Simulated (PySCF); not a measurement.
## Potential energy of CdSe along the bond

Set-up: Cd x2c-TZVPPall, Se x2c-TZVPPall; spin-free X2C with a Gaussian nucleus (PySCF 2.14). Energies in eV from Cd + Se in their ground configurations at the same level. State: ¹Σ⁺ (singlet), closed shell.

All columns are PBE0. A positive dipole means Cd(−)Se(+).

```json
{"R (Å)": "2.033", "E (eV)": "0.169", "μ (D)": "-4.92", "Mulliken charge on Cd (basis-dependent)": "0.47", "HOMO (eV)": "-6.35", "LUMO (eV)": "-3.63", "Mayer bond order": "2.02", "⟨S²⟩": "0.00"}
{"R (Å)": "2.128", "E (eV)": "-0.429", "μ (D)": "-5.18", "Mulliken charge on Cd (basis-dependent)": "0.45", "HOMO (eV)": "-6.23", "LUMO (eV)": "-3.77", "Mayer bond order": "1.93", "⟨S²⟩": "0.00"}
{"R (Å)": "2.222", "E (eV)": "-0.743", "μ (D)": "-5.39", "Mulliken charge on Cd (basis-dependent)": "0.44", "HOMO (eV)": "-6.13", "LUMO (eV)": "-3.89", "Mayer bond order": "1.84", "⟨S²⟩": "0.00"}
{"R (Å)": "2.293", "E (eV)": "-0.848", "μ (D)": "-5.53", "Mulliken charge on Cd (basis-dependent)": "0.44", "HOMO (eV)": "-6.06", "LUMO (eV)": "-3.97", "Mayer bond order": "1.78", "⟨S²⟩": "0.00"}
{"R (Å)": "2.364", "E (eV)": "-0.872", "μ (D)": "-5.64", "Mulliken charge on Cd (basis-dependent)": "0.44", "HOMO (eV)": "-6.01", "LUMO (eV)": "-4.05", "Mayer bond order": "1.71", "⟨S²⟩": "0.00"}
{"R (Å)": "2.435", "E (eV)": "-0.838", "μ (D)": "-5.72", "Mulliken charge on Cd (basis-dependent)": "0.43", "HOMO (eV)": "-5.96", "LUMO (eV)": "-4.12", "Mayer bond order": "1.64", "⟨S²⟩": "0.00"}
{"R (Å)": "2.530", "E (eV)": "-0.730", "μ (D)": "-5.80", "Mulliken charge on Cd (basis-dependent)": "0.43", "HOMO (eV)": "-5.91", "LUMO (eV)": "-4.20", "Mayer bond order": "1.55", "⟨S²⟩": "0.00"}
{"R (Å)": "2.648", "E (eV)": "-0.535", "μ (D)": "-5.85", "Mulliken charge on Cd (basis-dependent)": "0.42", "HOMO (eV)": "-5.87", "LUMO (eV)": "-4.29", "Mayer bond order": "1.43", "⟨S²⟩": "0.00"}
{"R (Å)": "2.789", "E (eV)": "-0.264", "μ (D)": "-5.83", "Mulliken charge on Cd (basis-dependent)": "0.40", "HOMO (eV)": "-5.85", "LUMO (eV)": "-4.39", "Mayer bond order": "1.29", "⟨S²⟩": "0.00"}
{"R (Å)": "2.979", "E (eV)": "0.099", "μ (D)": "-5.70", "Mulliken charge on Cd (basis-dependent)": "0.37", "HOMO (eV)": "-5.87", "LUMO (eV)": "-4.51", "Mayer bond order": "1.11", "⟨S²⟩": "0.00"}
```

A fit through these points gives, at Re = 2.354 Å, μ = -5.62 D and dμ/dR = -1.42 D/Å; the reduced mass is 46.97 u.

Task: How strong is the fundamental in the double-harmonic approximation, I = 42.26·(dμ/dR)²/μred km/mol?

Result: I = 42.26·(-1.42)²/46.97 = 1.81 km/mol at PBE0.
